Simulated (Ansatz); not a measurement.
`C=[CH][GeH2][CH2]F` and `F[CH2][GeH2][SH]` differ in one atom or group.

Ansatz, PBE0-D4/def2-TZVP geometries, multiplicity 1. Each molecule was computed in one conformer, which needn't be the lowest.

Scalar relativity is left out up to krypton.

```json
{"property": "HOMO energy (PBE0/def2-TZVPP) / eV", "`C=[CH][GeH2][CH2]F`": "-7.83"}
{"property": "HOMO energy (B3LYP/def2-TZVPP) / eV", "`C=[CH][GeH2][CH2]F`": "-7.62"}
{"property": "HOMO energy (PBE/def2-TZVPP) / eV", "`C=[CH][GeH2][CH2]F`": "-6.61"}
{"property": "LUMO energy (PBE/def2-TZVPP) / eV", "`C=[CH][GeH2][CH2]F`": "-1.41"}
{"property": "LUMO energy (B3LYP/def2-TZVPP) / eV", "`C=[CH][GeH2][CH2]F`": "-0.63"}
{"property": "HOMO–LUMO gap (ωB97M-V/def2-TZVPP) / eV", "`C=[CH][GeH2][CH2]F`": "11.72"}
```

Task: What does the change do to each property? (Best estimate.)

Result: Computed: 
| property | `F[CH2][GeH2][SH]` | shift |
| --- | --- | --- |
| HOMO energy (PBE0/def2-TZVPP) / eV | -7.31 | 0.52 |
| HOMO energy (B3LYP/def2-TZVPP) / eV | -7.07 | 0.55 |
| HOMO energy (PBE/def2-TZVPP) / eV | -6.07 | 0.54 |
| LUMO energy (PBE/def2-TZVPP) / eV | -0.84 | 0.57 |
| LUMO energy (B3LYP/def2-TZVPP) / eV | -0.20 | 0.43 |
| HOMO–LUMO gap (ωB97M-V/def2-TZVPP) / eV | 11.43 | -0.29 |

With PBE0 the HOMO rises by 0.52 eV and the LUMO rises by 0.47 eV, so the gap narrows by about 0.05 eV. PBE moves the HOMO by 0.54 eV and ωB97M-V by 0.54 eV.

B3LYP here is the variant with VWN-RPA as its local correlation; programs differ in this.
